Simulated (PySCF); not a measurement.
# Selenium: a sound run and one with changed settings

Sound run: Se⁺ [Ar] 3d10 4s2 4p3, Se²⁺ [Ar] 3d10 4s2 4p2. Computed with PySCF 2.14 in aug-cc-pVDZ-DK (6s5p3d, 36 functions), with scalar relativity by spin-free X2C-1e. The sound run starts from symmetry-adapted Hartree-Fock orbitals and uses a fine grid where one is needed.

A second run was set up differently.

```tsv
species	method	sound run (hartree)	changed run (hartree)	converged
Se⁺	UHF	-2427.64781	-2427.64568	no
Se⁺	MN15	-2430.93375	-2430.93166	no
Se⁺	LDA	-2425.75148	-2425.74882	no
Se²⁺	UHF	-2426.88192	-2426.87744	no
Se²⁺	MN15	-2430.14607	-2430.14302	no
Se²⁺	LDA	-2424.96190	-2424.95666	no
```

**Question.** What was changed?
A. angular grid far too coarse
B. level shift left on
C. too few SCF iterations
D. basis contracted for another Hamiltonian

**Answer.** C. It used initial guess atom, at most 2 SCF cycles. The SCF was stopped early; the energies are upper bounds that still move, and correlated levels were skipped or rest on poor orbitals.
